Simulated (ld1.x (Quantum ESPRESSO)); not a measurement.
## W, PAW: configuration errors across variants

```json
{
  "Element": "W (Z = 74)",
  "Generator": "ld1.x (Quantum ESPRESSO) 7.5",
  "Type": "PAW",
  "Functional": "BLYP",
  "Relativity": "scalar-relativistic",
  "Frozen core": "[Kr] 4d10",
  "Valence charge": "28",
  "Reference configuration": "4f14 5s2 5p6 5d4 6s0.5 6p0 (charge +1.5)",
  "Partial waves": "5s (bound): rcut 1.35, rcutus 1.45 bohr; 6s (bound): rcut 1.35, rcutus 1.45 bohr; 5p (bound): rcut 2.05, rcutus 2.55 bohr; 6p (bound, empty): rcut 2.05, rcutus 2.55 bohr; 5d (bound): rcut 1.55, rcutus 1.70 bohr; 5d channel at 2.3 Ry: rcut 1.55, rcutus 1.70 bohr; 4f (bound): rcut 0.90, rcutus 1.05 bohr; 4f channel at -0.6 Ry: rcut 0.90, rcutus 1.05 bohr",
  "Local potential": "all-electron potential smoothed inside 1.50 bohr (lloc = -2)",
  "Core correction": "Bessel-smoothed model core inside 0.85 bohr",
  "Augmentation charge": "BESSEL, radius 0.95 bohr"
}
```

All-electron excitation energies from the reference (eV): (1) 4f14 5s2 5p6 5d4 6s2 6p0 -15.783; (2) 4f14 5s2 5p6 5d4 6s1 6p0 -6.968; (3) 4f14 5s2 5p6 5d4 6s0 6p0 8.783; (4) 4f14 5s2 5p6 5d3 6s2 6p1 -11.809; (5) 4f14 5s2 5p6 5d4 6s1.5 6p0 -12.198; (6) 4f14 5s2 5p6 5d4.5 6s1.5 6p0 -15.072; (7) 4f14 5s2 5p6 5d4 6s0 6p2 -6.497.

The overlap operator is not positive definite (basis up to 400 Ry) in “waves 5s (bound): rcut 1.35, rcutus 1.74 bohr; 6s (bound): rcut 1.35, rcutus 1.74 bohr”. Such files are unfit for use, however small their errors in these radial tests.

1 further variants failed, have other tests or too few solved ones, and are left out.

Errors AE − PS in meV (a dash: test not solved or not reliable):

```csv
change,(1),(2),(3),(4),(5),(6),(7),bound ghosts
base,+6.8,+2.3,-2.7,+13,+4.7,+5.0,+4.3,none
"waves 5s (bound): rcut 1.06, rcutus 1.12 bohr; 6s (bound): rcut 1.06, rcutus 1.12 bohr",+6.7,+2.4,-2.7,+10,+4.7,+4.9,+6.0,none
"waves 5s (bound): rcut 1.34, rcutus 1.42 bohr; 6s (bound): rcut 1.34, rcutus 1.42 bohr",+6.7,+2.3,-2.7,+12,+4.6,+5.0,+4.3,none
"waves 5s (bound): rcut 1.35, rcutus 1.60 bohr; 6s (bound): rcut 1.35, rcutus 1.60 bohr",+7.1,+2.4,-2.7,+15,+4.9,+5.4,+5.0,none
"waves 5s (bound): rcut 1.35, rcutus 1.74 bohr; 6s (bound): rcut 1.35, rcutus 1.74 bohr",+7.3,+2.4,-2.7,+11,+5.2,+5.8,+6.8,not determined (overlap not positive)
"waves 5s (bound): rcut 1.35, rcutus 1.84 bohr; 6s (bound): rcut 1.35, rcutus 1.84 bohr",+8.4,+2.7,-2.1,+9.0,+5.7,+6.4,+5.6,none
"waves 5s (bound): rcut 1.35, rcutus 1.98 bohr; 6s (bound): rcut 1.35, rcutus 1.98 bohr",+13,+3.3,-1.7,+11,+7.9,+8.0,+6.5,none
"waves 5s (bound): rcut 1.35, rcutus 2.18 bohr; 6s (bound): rcut 1.35, rcutus 2.18 bohr",+50,+7.1,+0.5,+63,+24,+18,+8.9,none
```

Task: Give the same row for: waves 5s (bound): rcut 1.16, rcutus 1.24 bohr; 6s (bound): rcut 1.16, rcutus 1.24 bohr.

Result: +6.6, +2.2, -2.8, +11, +4.6, +4.8, +4.4; bound ghosts: none.
